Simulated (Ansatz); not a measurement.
Ideal-gas functions of FHOSn (`[OH][Sn][F]`) at 500 K and 1 bar, from an Ansatz frequency run at PBE0-D4/def2-TZVP.

Molar mass 154.72 g/mol, point group Cs (symmetry number 1), electronic degeneracy 1, moments of inertia 48.832, 75.987, 124.819 u Å². Harmonic wavenumbers (cm⁻¹, unscaled): 202, 379, 590, 615, 707, 3884.

Use S(trans) = R[1.5 ln M + 2.5 ln T − 1.1517]; rotational temperatures θ = 24.2544 K / I; S(rot) = R[ln(√π/σ · √(T³/θAθBθC)) + 1.5]; for each mode x = 1.438777 ν̃/T, S = R[x/(eˣ − 1) − ln(1 − e⁻ˣ)] and H = RT x/(eˣ − 1); 1 cm⁻¹ = 0.0119627 kJ/mol; R = 8.31446 J/(mol·K).

Question: By hand: the entropy, in J/(mol·K).

Answer: Translation 182.5. Rotation: θ = 0.4967, 0.3192, 0.1943 K, giving 109.2. Vibration, mode by mode: 12.94, 7.99, 4.85, 4.58, 3.71, 0.00, in all 34.1. Electronic 0.0. Sum 325.8 J/(mol·K).

Question: By hand: H − E and G − E in kJ/mol, counted from the electronic energy.

Answer: Zero-point energy ½ × 6377 × 0.0119627 = 38.1; thermal vibration 9.7; translation, rotation and pV give 4 RT = 16.6. H − E = 64.4 kJ/mol, and G − E = 64.4 − 500 × 325.8/1000 = -98.5 kJ/mol.

Vibration gives 10 % of the entropy. The sum counts one conformer and one mirror image; others add a mixing term.
